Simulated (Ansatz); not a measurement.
## One reagent, a row of partners

Four-centre ligand exchange: ZnHCl ([Cl][ZnH]) meets different reagents, and the same bond of it breaks. Each row is one chosen step, not always the lowest open to these reactants.

Gas-phase electronic energies, without zero-point energy, by CCSD(T) at an estimated basis limit (MP2 extrapolated from triple and quadruple zeta, plus CCSD(T) − MP2 in triple zeta); Ansatz 0.2.0, def2-TZVPP and QZVPP, frozen cores, on PBE0-D4/def2-TZVP structures. Extrapolation: Hartree–Fock as exp(−7.88 √X), correlation as X^−2.97. All energies, in eV, count from the separated reactants, without counterpoise correction; the start and end structures are the complexes reached by relaxing down from the saddle, and deeper ones may exist. Brackets give SMILES, or, where every atom is bracketed, only which atoms are joined. Steps whose reference was doubtful or whose search ended elsewhere are left out.

| reactants | products | broken | formed | start structure | saddle | end structure | saddle by PBE0-D4/TZ |
| --- | --- | --- | --- | --- | --- | --- | --- |
| ZnHCl ([Cl][ZnH]) + HF | ZnClF + H₂ | F–H, H–Zn | F–Zn, H–H | -0.142 | ? | -0.481 | 0.542 |
| ZnHCl ([Cl][ZnH]) + H₂O₂ ([OH][OH]) | ZnHClO₂ ([OH][O][Zn][Cl]) + H₂ | H–O, H–Zn | H–H, O–Zn | -0.524 | 0.889 | -0.152 | 0.816 |
| ZnHCl ([Cl][ZnH]) + CH₄ | CH₃ClZn ([CH3][Zn][Cl]) + H₂ | C–H, H–Zn | C–Zn, H–H | -0.067 | 2.399 | 0.312 | 2.289 |

Q: What is the height of the saddle for ZnHCl ([Cl][ZnH]) + HF? (An estimate is asked for; the value comes from the calculation.)

A: The calculation gives: 0.600 eV relative to the separated reactants, the lowest of the series; above its start structure the barrier is 0.600 − (-0.142) ≈ 0.741 eV.

Q: How do the PBE0-D4 saddles lie against the coupled-cluster estimate?

A: All lower, by 0.058 to 0.110 eV.

No T1 diagnostic of these runs exceeds 0.017.

For scale, one of the runs: CCSD(T)/def2-TZVPP, 210 basis functions, launched by `ansatz run in.yaml --threads 4 --pin off --events-out ev --progress --plain --max-ram 9574MiB`. Hardware: 4 CPU threads of an Intel Xeon, shared host. Wall time 3 min; peak host memory 2.9 GiB.
